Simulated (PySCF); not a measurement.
**PbBr₃⁺, singlet: data card**

These are results of PBE0/[Pb def2-TZVP with ECP60, Br def2-TZVP], scalar-relativistic core potentials, density fitting, no spin–orbit coupling, PySCF, not measurements.

The structure is a minimum.

Z-matrix (Å, degrees; charge 1 multiplicity 1):
```
Pb
Br 1 2.4704
Br 1 2.4704 2 120.00
Br 1 2.4704 2 120.00 3 180.00
```

```
Point group                                                                   : D3h
Bond lengths                                                                  : Pb–Br 2.470 Å (×3)
Bond angles                                                                   : Br–Pb–Br 120.0° (×3)
Rotational constants                                                          : 0.02333, 0.02333, 0.01167 cm⁻¹
Heat capacity Cp at 298.15 K                                                  : 80.2 J/(mol K)
Zero-point energy                                                             : 5.5 kJ/mol
Rotational symmetry number                                                    : 6
Enthalpy at 298.15 K above 0 K                                                : 20.23 kJ/mol
Dipole moment about the centre of mass                                        : 0.00 D
Principal quadrupole moments (Buckingham, traceless) about the centre of mass : -8.76, 4.38, 4.38 D Å
Principal polarisabilities                                                    : 57.1, 126.2, 126.2 bohr³
Highest occupied level                                                        : -13.91 eV
Entropy at 298.15 K and 1 bar                                                 : 382.7 J/(mol K)
Lowest empty level                                                            : -9.96 eV
```

Harmonic modes (masses in u: Pb 207.977, Br 78.918):
```csv
symmetry,ω (cm⁻¹),"IR (km/mol, summed over degenerate members)",type
e',55,4.0,bend
a2'',62,1.1,bend
a1',214,0.0,stretch
e',267,38.3,stretch
```

In D3h the vibrations span 2e' + a2'' + a1'. The a1' mode carries no infrared intensity, as symmetry demands.

Charges (e):
```csv
atom,Mulliken,Löwdin,polar tensor,Mayer order to Pb1
Pb1,1.06,0.15,1.57,–
"Br2,3,4",-0.02,0.28,-0.19,1.11
```

Mulliken populations on Pb1 (electrons outside its core potential): s 3.42, p 7.25, d 10.19, f 0.08.

Outer orbital energies (eV). occupied: -15.83, -15.83, -14.69, -14.03, -14.03, -14.00, -14.00, -13.91; empty: -9.96, -8.05, -4.82, -4.82.

Counting electrons, lead keeps none of its valence electrons outside its bonds, so the VSEPR class is AX3 and the expected shape is trigonal planar (D3h), as computed.

Other isomers or separated fragments may lie lower. Spin–orbit coupling, left out here, can matter for elements this heavy.

The final relaxation and frequency run took of the order of 10 core-minutes on a shared host.
